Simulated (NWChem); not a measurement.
## A calculation on H2B

```
B
H 1 1.2050
H 1 1.2050 2 129.14
```
Charge 0, spin multiplicity 2.

All runs are NWChem calculations. Structure: optimised with UPBE0/def2-SVP, a minimum by its harmonic frequencies.

The correlated methods keep 1 core orbital frozen. The Pople sets run with spherical d functions. The structure started from a generated list of species. The unpaired electrons of the parent sit in orbitals of symmetry a1 (C2v labels of the run); other states weren't searched. The stability of the SCF solutions was not checked.

Worked example. A B2PLYP run in 6-31G* ends its self-consistent part (53 % exact exchange, 47 % B88, 73 % LYP) at -25.86826 Ha, and second-order perturbation theory on those orbitals gives -0.06739 Ha unscaled.

The perturbative term enters with the weight 0.27: -25.86826 + 0.27·(-0.06739) = -25.88646 Ha is the total energy.
